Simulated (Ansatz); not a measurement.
```xyz
5

F    -1.123   -1.231   -1.258
In    0.053    0.157   -0.601
F     0.741    1.243   -2.043
Se    0.595    0.486    1.775
H    -0.265   -0.654    2.126
```

The species carries charge 0 and has multiplicity 1. In takes the def2 core potential.

Q: List the CAM-B3LYP/def2-TZVPP orbital energies in eV (Ansatz). (An estimate is asked.)

A: The calculation gave: Occupied: -12353.91, -1583.09, -1421.30, -1421.29, -1421.23, -672.36, -672.35, -215.68, -159.78, -159.72, -159.52, -130.60, -87.36, -87.08, -87.05, -60.62, -60.59, -60.43, -60.38, -60.35, -32.80, -32.74, -24.45, -24.21, -24.18, -24.07, -23.90, -21.87, -14.69, -13.31, -12.78, -12.63, -12.51, -12.28, -12.14, -10.84, -9.45. Lowest empty: -1.77, -0.54, 0.43, 1.04, 1.76, 2.37, 3.32, 3.98.
